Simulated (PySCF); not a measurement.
This PySCF input asks for the NMR shieldings of `[H]/N=C\c1ccccc1`, C7H7N; the geometry comes from GFN2-xTB.

```python
import basis_set_exchange as bse
import numpy as np
from pyscf import gto, dft
from pyscf.prop import nmr

atoms = """
N     2.984957   -0.772873   -0.150759
C     2.154570    0.158395    0.017048
C     0.687334    0.115967    0.014981
C    -0.017560   -1.070131   -0.190820
C    -1.398848   -1.076778   -0.185167
C    -2.097959    0.100669    0.026418
C    -1.410378    1.286263    0.231830
C    -0.028831    1.294576    0.226475
H     2.579359   -1.694530   -0.311870
H     2.584012    1.143529    0.189406
H     0.518323   -1.994618   -0.357295
H    -1.934254   -2.001201   -0.345528
H    -3.177673    0.094479    0.030323
H    -1.954788    2.204491    0.396868
H     0.507322    2.219753    0.386178
"""
names = dict.fromkeys(["N", "C", "H"], "pcSseg-1")
basis = {el: gto.basis.parse(bse.get_basis(n, elements=[el], fmt="nwchem")) for el, n in names.items()}
mol = gto.M(atom=atoms, basis=basis, charge=0, verbose=0)
mf = dft.RKS(mol, xc="PBE0")
mf.grids.level = 2
mf.grids.alignment = dft.numint.BLKSIZE   # the property module wants whole blocks of grid points
mf.conv_tol = 1e-9
mf.kernel()

calc = nmr.RKS(mf)   # GIAO
C = mf.mo_coeff
Co = C[:, mf.mo_occ > 0]
resp = mf.gen_response(singlet=True, hermi=2)
def vind(x):   # induced exchange potential for any number of trial vectors
    d = np.einsum("pi,xij,qj->xpq", C, 2 * x.reshape(-1, C.shape[1], Co.shape[1]), Co, optimize=True)
    return np.einsum("xpq,pi,qj->xij", resp(d - d.transpose(0, 2, 1)), C, Co, optimize=True).ravel()
mo1, _ = nmr.rhf.solve_mo1(calc, with_cphf=vind)
sigma = calc.kernel(mo1)
for i, s in enumerate(sigma):   # ppm
    print("%2d %-2s %9.2f" % (i, mol.atom_pure_symbol(i), np.trace(s) / 3))
```

**Question.** Give the expected output.

**Answer.** 
```
 0 N     -73.10
 1 C      15.59
 2 C      49.37
 3 C      58.97
 4 C      52.74
 5 C      49.89
 6 C      51.78
 7 C      49.82
 8 H      19.88
 9 H      23.24
10 H      23.76
11 H      23.91
12 H      24.00
13 H      23.94
14 H      24.10
```

These numbers come from an equivalent density-fitted implementation of the same equations, which agrees with the script to about 0.01 ppm for H and up to a few tenths of a ppm for heavy atoms, so last digits may differ.

**Question.** Turn these shieldings into chemical shifts. Scale: 15N (σref 267.73) against NH3; 13C (σref 186.93), 1H (σref 31.72) against TMS (reference shieldings calculated alike).

**Answer.** Averaging equivalent atoms: N 0: 340.8; C 1: 171.3; C 2: 137.6; C 5: 137.0; C 4/6: 134.7; C 3/7: 132.5; H 8: 11.84; H 9: 8.47; H 11/13: 7.80; H 10/14: 7.79; H 12: 7.72 ppm. Experimental scales use liquid or dissolved standards, which lie at an offset from isolated NH3 (liquid NH3: subtract about 20 ppm). Unscaled 15N shifts of sp2 nitrogen come out 20 to 40 ppm too high even then.

Size and cost of the density-fitted run: 171 basis functions, 16 s wall time on 1 thread of an x86-64 server CPU, shared host.
